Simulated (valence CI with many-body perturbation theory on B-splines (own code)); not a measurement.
**E1 line list for Al6+**

Level of theory: configuration interaction combined with many-body perturbation theory (CI+MBPT): five valence electrons over a frozen Dirac-Fock core [He], radial functions for each j: 9 s, 9 p, 8 d, 6 f, 3 g, 1 h, with the one-electron correlation potential Σ1, the two-electron term Σ2, the three-electron term Σ3, Breit, model QED; selected CI, second order for the rest, scaled by the run's own slope (own B-spline code, finite nucleus).

Set against measurement, 27 paired levels are off by 253 cm⁻¹ on average, the worst by 601. These come from a selection out of NIST levels in Kelleher and Podobedova, J. Phys. Chem. Ref. Data 37, 709 (2008); Martin and Zalubas, J. Phys. Chem. Ref. Data 8, 817 (1979). Levels without a partner in it may be off by more. Among the levels kept, up to 2700 cm⁻¹ of a level comes from second order outside the variational space, and about a tenth of that is noise between levels of different J, which matters for small intervals. 1 measured level below the end of the list, from 1318010 cm⁻¹ on, found no clear computed partner, and computed levels of the same name lie up to 2685 cm⁻¹ from them.

Lines 1 to 50 of 250 in falling wavelength, among levels below 169.13 eV, chosen from the strongest by gf and those to the six lowest levels. Wavelengths and rates use the calculated energies, so an error of 300 cm⁻¹ moves a line at 260.6 nm by 0.78 % and its rate by three times that or more. Electric multipoles are in the length gauge, E1 and E2 with the static RPA response of the core. Weak lines are less certain than strong ones. Lines between different terms over intervals too small for the method are left out, as are lines whose strength nearly cancels. Where a level lies close to another of its J and parity, the split of strength between their lines is uncertain. The highest levels of a list are the least certain.

Letters in brackets count levels of one name in rising energy.

| λ vac (nm) | Upper | Lower | A (s⁻¹) | log gf | Branch % |
| --- | --- | --- | --- | --- | --- |
| 260.6 | 2s2 2p2 3p 2D°_3/2 [a] | 2s2 2p2 3s 2D_3/2 | 1.19e+07 | -1.32 | 1.8 |
| 242.3 | 2s2 2p2 3p 2D°_5/2 [a] | 2s2 2p2 3s 2D_5/2 | 1.79e+07 | -1.02 | 2.5 |
| 222.5 | 2s2 2p2 3p 2S°_1/2 | 2s2 2p2 3s 2P_3/2 | 6.97e+07 | -0.99 | 19.6 |
| 214.8 | 2s2 2p2 3d 2D_5/2 | 2s2 2p2 3p 2P°_3/2 [b] | 1.32e+07 | -1.26 | 0.0 |
| 209.5 | 2s2 2p2 3p 2S°_1/2 | 2s2 2p2 3s 2P_1/2 | 5.12e+07 | -1.17 | 14.4 |
| 198.7 | 2s2 2p2 3p 2P°_3/2 [a] | 2s2 2p2 3s 2D_5/2 | 2.55e+07 | -1.22 | 0.9 |
| 187.7 | 2s2 2p2 3d 2F_7/2 | 2s2 2p2 3p 2F°_7/2 | 1.07e+07 | -1.34 | 0.0 |
| 170.1 | 2s2 2p2 3d 2D_5/2 | 2s2 2p2 3p 2D°_5/2 [b] | 2.28e+07 | -1.23 | 0.0 |
| 145.8 | 2s2 2p2 3d 2P_3/2 | 2s2 2p2 3p 2P°_3/2 [a] | 1.04e+08 | -0.88 | 0.1 |
| 142.6 | 2s2 2p2 3p 2D°_3/2 [a] | 2s2 2p2 3s 2P_3/2 | 6.81e+07 | -1.08 | 10.3 |
| 141.5 | 2s2 2p2 3d 4D_3/2 | 2s2 2p2 3p 2P°_3/2 [a] | 4.16e+07 | -1.30 | 0.1 |
| 139.7 | 2s2 2p2 3p 4D°_5/2 | 2s2 2p2 3s 4P_5/2 | 9.02e+07 | -0.80 | 14.4 |
| 138.4 | 2s2 2p2 3d 2P_1/2 | 2s2 2p2 3p 2P°_1/2 [a] | 1.27e+08 | -1.14 | 0.1 |
| 138.2 | 2s2 2p2 3p 4D°_3/2 | 2s2 2p2 3s 4P_3/2 | 2.18e+08 | -0.60 | 35.0 |
| 137.2 | 2s2 2p2 3p 2D°_3/2 [a] | 2s2 2p2 3s 2P_1/2 | 3.29e+08 | -0.43 | 49.9 |
| 137.1 | 2s2 2p2 3p 2D°_5/2 [a] | 2s2 2p2 3s 2P_3/2 | 3.87e+08 | -0.18 | 54.7 |
| 136.9 | 2s2 2p2 3p 4D°_1/2 | 2s2 2p2 3s 4P_1/2 | 4.25e+08 | -0.62 | 71.0 |
| 136.0 | 2s2 2p2 3p 4D°_7/2 | 2s2 2p2 3s 4P_5/2 | 4.97e+08 | 0.04 | 83.2 |
| 135.4 | 2s2 2p2 3p 4D°_5/2 | 2s2 2p2 3s 4P_3/2 | 4.03e+08 | -0.18 | 64.4 |
| 135.3 | 2s2 2p2 3p 4D°_3/2 | 2s2 2p2 3s 4P_1/2 | 2.60e+08 | -0.54 | 41.9 |
| 132.1 | 2s2 2p2 3p 2F°_5/2 | 2s2 2p2 3s 2D_3/2 | 5.40e+08 | -0.07 | 36.2 |
| 131.0 | 2s 2p3 3p 6P_3/2 | 2s 2p3 3s 6S°_5/2 | 6.19e+08 | -0.20 | 97.9 |
| 130.8 | 2s2 2p2 3p 2F°_7/2 | 2s2 2p2 3s 2D_5/2 | 5.80e+08 | 0.08 | 38.5 |
| 130.6 | 2s 2p3 3p 6P_5/2 | 2s 2p3 3s 6S°_5/2 | 6.26e+08 | -0.02 | 95.7 |
| 130.2 | 2s2 2p2 3p 4P°_3/2 | 2s2 2p2 3s 4P_5/2 | 2.15e+08 | -0.66 | 7.2 |
| 129.9 | 2s 2p3 3p 6P_7/2 | 2s 2p3 3s 6S°_5/2 | 6.37e+08 | 0.11 | 99.9 |
| 127.9 | 2s2 2p2 3p 4P°_5/2 | 2s2 2p2 3s 4P_5/2 | 4.55e+08 | -0.17 | 15.7 |
| 127.4 | 2s2 2p2 3p 4P°_1/2 | 2s2 2p2 3s 4P_3/2 | 5.02e+08 | -0.61 | 17.2 |
| 126.5 | 2s2 2p2 3p 4P°_3/2 | 2s2 2p2 3s 4P_3/2 | 1.46e+08 | -0.85 | 4.9 |
| 124.3 | 2s2 2p2 3p 4P°_5/2 | 2s2 2p2 3s 4P_3/2 | 1.21e+08 | -0.77 | 4.2 |
| 124.0 | 2s2 2p2 3p 4P°_3/2 | 2s2 2p2 3s 4P_1/2 | 2.24e+08 | -0.68 | 7.5 |
| 122.6 | 2s2 2p2 3p 2P°_3/2 [c] | 2s2 2p2 3s 2S_1/2 | 6.93e+08 | -0.20 | 24.5 |
| 122.6 | 2s2 2p2 3p 2P°_1/2 [c] | 2s2 2p2 3s 2S_1/2 | 6.95e+08 | -0.50 | 24.4 |
| 122.2 | 2s2 2p2 3p 2P°_1/2 [a] | 2s2 2p2 3s 2P_3/2 | 2.03e+08 | -1.04 | 7.3 |
| 121.9 | 2s2 2p2 3p 2P°_3/2 [a] | 2s2 2p2 3s 2P_3/2 | 4.50e+08 | -0.40 | 16.0 |
| 118.2 | 2s2 2p2 3p 2P°_1/2 [a] | 2s2 2p2 3s 2P_1/2 | 3.77e+08 | -0.80 | 13.6 |
| 117.9 | 2s2 2p2 3p 2P°_3/2 [a] | 2s2 2p2 3s 2P_1/2 | 1.11e+08 | -1.03 | 4.0 |
| 117.5 | 2s2 2p2 3d 4P_5/2 | 2s2 2p2 3p 4S°_3/2 | 3.30e+08 | -0.39 | 0.1 |
| 117.0 | 2s2 2p2 3d 2F_5/2 | 2s2 2p2 3p 2D°_5/2 [a] | 5.34e+07 | -1.18 | 0.0 |
| 116.1 | 2s2 2p2 3d 4P_3/2 | 2s2 2p2 3p 4S°_3/2 | 4.04e+08 | -0.49 | 0.1 |
| 115.4 | 2s2 2p2 3d 4P_1/2 | 2s2 2p2 3p 4S°_3/2 | 4.49e+08 | -0.75 | 0.1 |
| 114.7 | 2s2 2p2 3d 4F_7/2 | 2s2 2p2 3p 4D°_7/2 | 8.46e+07 | -0.87 | 6.1 |
| 113.6 | 2s2 2p2 3d 4F_5/2 | 2s2 2p2 3p 4D°_5/2 | 1.74e+08 | -0.69 | 11.1 |
| 113.2 | 2s2 2p2 3d 2F_5/2 | 2s2 2p2 3p 2D°_3/2 [a] | 8.05e+08 | -0.03 | 0.6 |
| 113.0 | 2s2 2p2 3d 2F_7/2 | 2s2 2p2 3p 2D°_5/2 [a] | 8.57e+08 | 0.12 | 0.7 |
| 112.7 | 2s2 2p2 3d 4F_3/2 | 2s2 2p2 3p 4D°_3/2 | 2.28e+08 | -0.76 | 16.1 |
| 112.7 | 2s2 2p2 3d 4F_9/2 | 2s2 2p2 3p 4D°_7/2 | 9.13e+08 | 0.24 | 100.0 |
| 112.2 | 2s2 2p2 3p 2D°_5/2 [b] | 2s2 2p2 3s 2D_5/2 | 7.12e+08 | -0.09 | 28.4 |
| 112.1 | 2s2 2p2 3d 4F_7/2 | 2s2 2p2 3p 4D°_5/2 | 8.37e+08 | 0.10 | 60.2 |
| 112.0 | 2s2 2p2 3p 2D°_3/2 [b] | 2s2 2p2 3s 2D_3/2 | 6.28e+08 | -0.33 | 24.5 |
